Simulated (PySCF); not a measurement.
**Calculated NMR parameters of CC[C@H]1C[Si@@H](N(C)C)C1**

- Formula: C7H17NSi
- SMILES: CC[C@H]1C[Si@@H](N(C)C)C1
- InChI: InChI=1S/C7H17NSi/c1-4-7-5-9(6-7)8(2)3/h7,9H,4-6H2,1-3H3/t7-,9+
- Point group of the computed structure: C1
- Degrees of unsaturation: 1
- Carbon signals: 5
- Proton signals: 7

Bonds (- single, = double, # triple, : aromatic): C1-C2, C2-C3, C3-C4, C4-Si5, Si5-N6, N6-C7, N6-C8, Si5-C9, C9-C3. C1 carries H10, H11, H12; C2 carries H13, H14; C3 carries H15; C4 carries H16, H17; Si5 carries H18; C7 carries H19, H20, H21; C8 carries H22, H23, H24; C9 carries H25, H26. Stereochemistry as in CC[C@H]1C[Si@@H](N(C)C)C1. H16, H25 are cis to C2 on the ring; H17, H26 are trans to C2 on the ring.

Level of theory: shielding tensors at PBE0/pcSseg-1 (GIAO), structure optimised with GFN2-xTB, in PySCF (non-relativistic Hamiltonian, fast rotation and ring inversion assumed for equivalent nuclei, in vacuum, one computed conformer).

Referencing at the same level of theory: $^{1}$H (31.72 ppm) and $^{13}$C (186.93 ppm) and $^{29}$Si (349.16 ppm) vs TMS; $^{15}$N (267.73 ppm) against NH3.

```tsv
carbon	δC, type	δH (multiplicity)	HMBC from (2–3 bonds)	span of the C tensor (ppm)
C1	14.3, CH3	0.97 (t)	H15, H13/H14	29
C2	40.0, CH2	1.41 (m)	H15, H17/H26, H10/H11/H12, H16/H25	36
C3	31.1, CH	1.78 (m)	H18, H17/H26, H13/H14, H10/H11/H12, H16/H25	22
C4/C9	23.1, CH2	H16 0.84 (m); H17 1.53 (m)	H18, H15, H17/H26, H13/H14, H16/H25	42
C7/C8	38.7, CH3	2.50 (s)	H18, H19/H20/H21/H22/H23/H24	62
```

Other nuclei:
```csv
atoms,nucleus,environment,δ (ppm),σ (ppm)
H18,$^{1}$H,"hydrogen on a silicon bonded to 2 C, N, in a 4-membered ring",5.29,26.43
Si5,$^{29}$Si,"silicon bonded to 2 C, N, H, in a 4-membered ring",-18.9,368.1
N6,$^{15}$N,"nitrogen bonded to 2 C, Si",26.3,241.4
```

- Carbon types of the structure: 1 × CH, 3 × CH2, 3 × CH3, leaving 1 H on heteroatoms.
- δC 40.0: sp3 CH2; a saturated carbon with 2 carbon neighbours and no heteroatom attached.
- δC 31.1: sp3 CH in a ring; aliphatic region, no heteroatom directly attached.
- δC 14.3: methyl carbon; a saturated carbon with 1 carbon neighbour and no heteroatom attached.
- δH 1.41: hydrogen on an sp3 CH2; far from electronegative atoms and π systems.
- δH 0.97: hydrogen on a methyl carbon; far from electronegative atoms and π systems.

Shifts are as computed. Against solution values, carbons near 30 ppm lie about +3 ppm off and those near 130 ppm about +5 ppm. Of 1309 compounds with measured shifts, 239 miss one by over three times the rms of a fit or turn the order of signals round; such compounds aren't used in these exercises. Experimental scales use liquid or dissolved standards, which lie at an offset from isolated NH3 (liquid NH3: subtract about 20 ppm). Multiplicities follow the n + 1 count of equivalent neighbours, as no J values were calculated; m marks all less simple cases, F and P coupling included.
